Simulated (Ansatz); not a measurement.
CH₃FOSSi (`O[Si@H]1S[C@H]1F`), 8 atoms. The species carries charge 0 and has multiplicity 1. All runs use 2 threads of an Arm Neoverse V1 on a shared host. Correlated methods freeze the cores.

Give the basis size and wall time and peak host memory of each of these runs in Ansatz. RKS r2SCAN-D4/def2-TZVPP energy and forces; RHF-CCSD(T)/def2-TZVPP energy; RKS PBE0-D4/def2-TZVPP energy; RKS PBE0-D4/def2-SVP energy; RKS PBE0-D4/def2-TZVP relaxation (8 steps); RKS ωB97M-V/def2-QZVPP energy; RKS PBE0-D4/def2-QZVPP energy; RKS ωB97M-V/def2-SVP energy; RKS B97M-V/def2-TZVPP energy; RHF-MP2/def2-QZVPP energy; direct RPA on PBE orbitals/def2-TZVPP energy; RKS CAM-B3LYP-D4/def2-TZVPP energy. (An estimate is asked.)

Computed: Other jobs shared the machine, so times are rough.

```csv
level,job,functions,wall time,peak host memory (GiB)
RKS PBE0-D4/def2-SVP,energy,93,1.6 s,0.41
RKS PBE0-D4/def2-TZVPP,energy,219,4.5 s,0.51
RKS CAM-B3LYP-D4/def2-TZVPP,energy,219,4.9 s,0.57
direct RPA on PBE orbitals/def2-TZVPP,energy,219,7.5 s,0.44
RKS ωB97M-V/def2-SVP,energy,93,7.5 s,0.41
RKS r2SCAN-D4/def2-TZVPP,energy and forces,219,7.5 s,0.29
RKS B97M-V/def2-TZVPP,energy,219,13 s,0.34
RKS PBE0-D4/def2-QZVPP,energy,401,13 s,1.2
RHF-MP2/def2-QZVPP,energy,401,26 s,1.9
RKS ωB97M-V/def2-QZVPP,energy,401,29 s,1.4
RKS PBE0-D4/def2-TZVP,relaxation (8 steps),185,47 s,0.45
RHF-CCSD(T)/def2-TZVPP,energy,219,2.4 min,3.3
```
